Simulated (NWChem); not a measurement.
Molecule: AlH3S; SMILES [AlH2][SH]

```xyz
5

Al     0.0174    -1.1197     0.0000
H      1.4228    -1.8470     0.0000
H     -1.3843    -1.8595     0.0000
S      0.0635     1.0659     0.0000
H     -1.2807     1.2079     0.0000
```
Atoms are numbered in this order, from 1.

All runs: NWChem. All runs use the structure optimised with PBE0/def2-SVP. Ions are spin-unrestricted doublets at the neutral geometry; other ion states weren't tried.

For level PBE/def2-SVP:

- −ε(HOMO) (eV) = 6.57

Problem. What are these values for level B3LYP/def2-SVP?

Solution. The −ε(HOMO) (eV) is 7.44.
